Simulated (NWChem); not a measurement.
The numbers come from NWChem runs, not from measurements. System: formate (CHO$_{2}$ (-1)), charge -1, spin multiplicity 1, at a geometry optimised with PBE0/def2-SVP. Level: MP2/def2-TZVPD, 3 core orbitals frozen.

Input file:

```
start mol
memory heap 200 mb stack 800 mb global 1000 mb
charge -1
geometry units angstroms nocenter noautoz
  O      1.132028     0.000000    -0.206506
  C      0.000000     0.000000     0.305218
  O     -1.132028     0.000000    -0.206506
  H      0.000000     0.000000     1.472789
  symmetry group C2v
end
basis spherical
  * library def2-tzvpd
end
scf
  rhf
  nopen 0
  maxiter 100
  thresh 1e-7
  semidirect memsize 60000000 filesize 0
end
mp2
  freeze core 3
end
task mp2 energy
```

Output (cleaned and shortened):

```
             Northwest Computational Chemistry Package (NWChem) 7.3.0
             --------------------------------------------------------

                                NWChem Input Module
                                -------------------

 Scaling coordinates for geometry "geometry" by  1.889725989
 (inverse scale =  0.529177249)

 Turning off AUTOSYM since
 SYMMETRY directive was detected!

                             Geometry "geometry" -> ""
                             -------------------------

 Output coordinates in angstroms (scale by  1.889725989 to convert to a.u.)

  No.       Tag          Charge          X              Y              Z
 ---- ---------------- ---------- -------------- -------------- --------------
    1 O                    8.0000     1.13202800     0.00000000    -0.20650600
    2 C                    6.0000     0.00000000     0.00000000     0.30521800
    3 O                    8.0000    -1.13202800     0.00000000    -0.20650600
    4 H                    1.0000     0.00000000     0.00000000     1.47278900

 Effective nuclear repulsion energy (a.u.)      62.7509648857

            Nuclear Dipole moment (a.u.)
            ----------------------------
        X                 Y               Z
 ---------------- ---------------- ----------------
     0.0000000000     0.0000000000     0.0000018897

      Symmetry information
      --------------------

 Group name             C2v
 Group number             16
 Group order               4
 No. of unique centers     3

      Symmetry unique atoms

     1    2    4


 Summary of "ao basis" -> "" (spherical)
 ------------------------------------------------------------------------------
       Tag                 Description            Shells   Functions and Types
 ---------------- ------------------------------  ------  ---------------------
 *                         def2-tzvpd                 on all atoms

 Summary of "ao basis" -> "ao basis" (spherical)
 ------------------------------------------------------------------------------
       Tag                 Description            Shells   Functions and Types
 ---------------- ------------------------------  ------  ---------------------
 O                         def2-tzvpd               14       40   6s4p3d1f
 C                         def2-tzvpd               13       37   6s3p3d1f
 H                         def2-tzvpd                5        9   3s2p

                                 NWChem SCF Module
                                 -----------------

  ao basis        = "ao basis"
  functions       =   126
  atoms           =     4
  closed shells   =    12
  open shells     =     0
  charge          =  -1.00
  wavefunction    = RHF
  use symmetry    = T
  symmetry adapt  = T

 Summary of "ao basis" -> "ao basis" (spherical)
 ------------------------------------------------------------------------------
       Tag                 Description            Shells   Functions and Types
 ---------------- ------------------------------  ------  ---------------------
 O                         def2-tzvpd               14       40   6s4p3d1f
 C                         def2-tzvpd               13       37   6s3p3d1f
 H                         def2-tzvpd                5        9   3s2p

      Symmetry analysis of basis
      --------------------------

        a1         49
        a2         17
        b1         37
        b2         23

 Forming initial guess at       0.1s

      Superposition of Atomic Density Guess
[...]
    93     -1.588330  3 O  px                 5     -1.133025  1 O  s
    82     -1.133025  3 O  s                 44      1.072168  2 C  s

 Vector   14  Occ=0.000000D+00  E= 2.349012D-01  Symmetry=b1
              MO Center=  9.3D-14, -1.6D-16, -3.4D-01, r^2= 1.9D+01
   Bfn.  Coefficient  Atom+Function         Bfn.  Coefficient  Atom+Function
  ----- ------------  ---------------      ----- ------------  ---------------
     6      6.300441  1 O  s                 83     -6.300441  3 O  s
    53     -2.886657  2 C  px                16     -2.748101  1 O  px
    93     -2.748101  3 O  px                 5      1.404018  1 O  s
    82     -1.404018  3 O  s                 69     -1.164057  2 C  d  1
    13     -0.890160  1 O  px                90     -0.890160  3 O  px

 Vector   15  Occ=0.000000D+00  E= 2.495753D-01  Symmetry=a1
              MO Center=  4.3D-15, -1.0D-18,  3.3D-01, r^2= 1.3D+01
   Bfn.  Coefficient  Atom+Function         Bfn.  Coefficient  Atom+Function
  ----- ------------  ---------------      ----- ------------  ---------------
   120      8.149931  4 H  s                 45     -3.345641  2 C  s
    55     -3.054457  2 C  pz                 6     -2.304016  1 O  s
    83     -2.304016  3 O  s                126     -1.826466  4 H  pz
    68     -1.715055  2 C  d  0              18     -1.311788  1 O  pz
    95     -1.311788  3 O  pz                46      1.142127  2 C  s

 center of mass
 --------------
 x =   0.00000000 y =   0.00000000 z =  -0.06127905

 moments of inertia (a.u.)
 ------------------
          16.501378671393           0.000000000000           0.000000000000
           0.000000000000         162.895556828411           0.000000000000
           0.000000000000           0.000000000000         146.394178157018

  Mulliken analysis of the total density
  --------------------------------------

    Atom       Charge   Shell Charges
 -----------   ------   -------------------------------------------------------
    1 O    8     8.74   0.79  1.18  0.57  0.93  0.41  0.05  1.84  1.99  0.89  0.06  0.00  0.03 -0.00  0.00
    2 C    6     5.66   0.86  1.12  0.52  0.48  0.11  0.04  1.12  0.92  0.09  0.07  0.21  0.09  0.03
    3 O    8     8.74   0.79  1.18  0.57  0.93  0.41  0.05  1.84  1.99  0.89  0.06  0.00  0.03 -0.00  0.00
    4 H    1     0.86   0.26  0.53  0.04  0.02  0.00

       Multipole analysis of the density wrt the origin
       ------------------------------------------------

     L   x y z        total         open         nuclear
     -   - - -        -----         ----         -------
     0   0 0 0     -1.000000      0.000000     23.000000

     1   1 0 0     -0.000000      0.000000      0.000000
     1   0 1 0     -0.000000      0.000000      0.000000
     1   0 0 1      0.638098      0.000000      0.000002

     2   2 0 0    -21.874539      0.000000     73.220382
     2   1 1 0     -0.000000      0.000000      0.000000
     2   1 0 1     -0.000000      0.000000      0.000000
     2   0 2 0    -14.022174      0.000000      0.000000
     2   0 1 1     -0.000000      0.000000      0.000000
     2   0 0 2    -15.217925      0.000000     12.178655

                   NWChem MP2 Semi-direct Energy/Gradient Module
                   ---------------------------------------------

  Basis functions       =    126
  Molecular orbitals    =    126
  Frozen core           =      3
  Frozen virtuals       =      0
  Active alpha occupied =      9
  Active beta occupied  =      9
  Active alpha virtual  =    114
  Active beta virtual   =    114
  Use MO symmetry       = T
  Use skeleton AO sym   = T

  AO/Fock/Back tols     =   1.0D-09  1.0D-09  1.0D-09

 GA uses MA = F    GA memory limited = T

 Available:
  local mem=  1.15D+08
 global mem=  1.31D+08
 local disk=  0.00D+00
  mp2_memr nvloc                   114
  nvloc new                   114
   1 passes of   9:        5242880                      83666                  27826270.
   1 passes of   9: M    114683257           G      131040248           F     109440377.

 Semi-direct pass number   1 of   1  for RHF alpha+beta  at        3.6s
  vrange nnbf                  7969
  mp2_eaftype                   106  avail_ma_in_mb                   999
 EAF : mp2_eaftype filesize         106   13913135.
  mp2_eaf for mointskh                    106
Node 0 wrote     65.4 Mb in      0.0 s     Agg I/O rate:  2070.4 Mb/s
 Done moints_semi at        9.1s
  mp2_eaftype                   106  avail_ma_in_mb                   893
 EAF : mp2_eaftype filesize         106   13913135.
  mp2_eaf for kh                   106
 Done maket at        9.6s
 Done multipass loop at        9.6s

          -------------------------------------------
          SCF energy                -188.280525640588
          Correlation energy          -0.640240694897
          Singlet pairs               -0.386782087103
          Triplet pairs               -0.253458607794
          Total MP2 energy          -188.920766335485
          -------------------------------------------

          ---------------------------------------------------
                    Spin Component Scaled (SCS) MP2
          Same spin pairs                     -0.168972405196
          Same spin scaling factor             0.333333333333
          Opposite spin pairs                 -0.471268289701
          Opposite spin scaling fact.          1.200000000000
          SCS-MP2 correlation energy          -0.621846082707
          Total SCS-MP2 energy              -188.902371723295
          ---------------------------------------------------

 -----------------------
 Performance information
 -----------------------

 Timer overhead =  2.28D-07 seconds/call

               Nr. of calls         CPU time (s)                 Wall time (s)                GFlops
             ---------------    -------------------     ------------------------------   -------------------
Name         Min   Avg   Max    Min     Avg     Max     Min     Avg     Max   Mx/calls   Min     Max     Sum
mp2: moin     1     1     1    5.6     5.6     5.6      5.6     5.6     5.6     5.6      0.0     0.0     0.0
mp2: make     1     1     1   0.43    0.43    0.43     0.43    0.43    0.43    0.43      0.0     0.0     0.0
mp2: tota     1     1     1    6.1     6.1     6.1      6.1     6.1     6.1     6.1      0.0     0.0     0.0

 The average no. of pstat calls per process was 3.00D+00
 with a timing overhead of 6.83D-07s

 Task  times  cpu:        9.5s     wall:        9.5s

 Total times  cpu:        9.6s     wall:        9.6s
```
